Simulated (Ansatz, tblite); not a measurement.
Removing and adding an electron: V(NH2)3 (VN₃H₆). Total charge 0; triplet. Geometry: PBE-D4/def2-SVP. Ansatz, gas phase; energy differences of separate SCF runs; the oxidised species was run as a doublet alone; the reduced species was run as a quartet alone.

```xyz
10

V    -0.295    0.217   -0.064
N     1.280    1.146    0.226
H     2.218    0.772    0.418
H     1.330    2.175    0.205
N    -0.427   -0.578   -1.740
H     0.016   -0.181   -2.578
H    -0.697   -1.546   -1.946
N    -1.060   -0.495    1.475
H    -0.959   -0.057    2.399
H    -1.407   -1.452    1.606
```

The xTB rows come from tblite.

| level | −HOMO (eV) | vertical IE (eV) | −LUMO (eV) | vertical EA (eV) | HOMO–LUMO gap (eV) | IE − EA (eV) | remarks |
| --- | --- | --- | --- | --- | --- | --- | --- |
| GFN1-xTB | – | 12.61 | – | 5.24 | – | 7.36 | – |
| GFN2-xTB | – | 11.55 | – | 3.86 | – | 7.69 | – |
| r2SCAN-D4/def2-TZVP | 3.98 | 6.96 | 1.91 | – | 2.07 | – | spin-contaminated (⟨S²⟩ 0.83) (+1 doublet) |
| r2SCAN-D4/def2-TZVPD | 4.09 | – | 2.03 | -0.54 | 2.06 | – | HOMO above zero (-1 quartet) |

(1) Estimate the rows for PBE-D4/def2-TZVP, PBE-D4/def2-TZVPD, PBE0-D4/def2-TZVP, PBE0-D4/def2-TZVPD.

## Answers

(1) 
```csv
level,−HOMO (eV),vertical IE (eV),−LUMO (eV),vertical EA (eV),HOMO–LUMO gap (eV),IE − EA (eV),remarks
PBE-D4/def2-TZVP,3.49,6.77,2.08,–,1.41,–,–
PBE-D4/def2-TZVPD,3.62,–,2.23,-0.49,1.39,–,HOMO above zero (-1 quartet)
PBE0-D4/def2-TZVP,5.59,7.25,0.83,–,4.76,–,spin-contaminated (⟨S²⟩ 0.85) (+1 doublet)
PBE0-D4/def2-TZVPD,5.70,–,0.97,-0.41,4.73,–,HOMO above zero (-1 quartet)
```

Relaxing the oxidised species (PBE-D4/def2-SVP) changes its energy by -0.46 eV at PBE-D4/def2-TZVP, so the adiabatic ionisation energy to this nearest minimum is 6.30 eV. At PBE0-D4/def2-TZVP it is 6.81 eV.  Run but left out: HF/def2-TZVP, MP2/def2-TZVP, CCSD/def2-TZVP, CCSD(T)/def2-TZVP (charge +1 doublet: ⟨S²⟩ 1.66, where a pure state has 0.75).   A HOMO above zero means that the electron is unbound at that level or that self-interaction error raises the level; the energy of removing that electron tells which. HOMO and LUMO are the levels of the spin that leaves or enters (xTB has no such levels and no spin-polarisation term). Other spin states of the ions may lie lower, which would lower the ionisation energy or raise the affinity. Raw xTB energy differences between charge states are shifted by several eV; the methods need an empirical correction for them. A negative affinity means that the extra electron isn't bound; its size then hangs on the basis.
